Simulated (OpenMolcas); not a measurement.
A run on Pd2+ with 6 ligands (fluoride) in octahedral coordination (Oh) at 2.17 Å. A charge of +0.667 e stands 2.6 Å behind each ligand. Ligand basis ANO-RCC-VDZP.
```
Pd    0.0000    0.0000    0.0000
F     2.1700    0.0000    0.0000
F     0.0000    2.1700    0.0000
F    -2.1700    0.0000    0.0000
F     0.0000   -2.1700    0.0000
F     0.0000    0.0000    2.1700
F     0.0000    0.0000   -2.1700
```

```json
{
  "Program": "OpenMolcas",
  "Method": "CASSCF",
  "Basis": "ANO-RCC-VTZP [7s6p4d2f1g]",
  "Scalar Hamiltonian": "DKH2, point nucleus",
  "Active space": "8 electrons in 5 orbitals (4d)",
  "State averaging": "2S+1 = 3 even, 10 roots; 2S+1 = 1 even, 15 roots",
  "Spin-orbit coupling": "state interaction with AMFI integrals over the reference wave functions"
}
```

152 basis functions. Blocks (2S+1, parity, CSFs, roots kept): 3, even, 10, 10; 1, even, 15, 15.

Question: How long do the RASSCF and RASSI steps take on 1 thread of Intel(R) Xeon(R) Platinum 8375C CPU @ 2.90GHz (Ice Lake) (shared host)?

Answer: About 25 s of wall time, without the integral step.
